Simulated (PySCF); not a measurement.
KN at ROHF-MP2

Computed with ROHF-MP2; basis K x2c-SVPall, N x2c-SVPall; spin-free X2C with a Gaussian nucleus; PySCF 2.14.

| Item | Value |
| --- | --- |
| state | ³Σ⁻ (triplet), unpaired electrons π ↑↑ |
| bond length | 2.577 Å |
| harmonic wavenumber | 306 cm⁻¹ |
| force constant | 0.568 mdyn/Å |
| rotational constant Be | 0.2464 cm⁻¹ |
| anharmonicity ωexe | 2.78 cm⁻¹ |
| vibration–rotation constant αe | 0.00329 cm⁻¹ |
| well depth De to K + N | -0.18 eV |
| dissociation energy D0 | -0.20 eV |

Correlated steps freeze 6 core orbitals. The bond is weak. Basis-set superposition, not corrected here, can be much of De in a small basis, most of all at correlated wavefunction levels. A negative De means that the minimum lies above the separated atoms at that level. The state was picked by a PBE0 search and need not be the measured ground state.
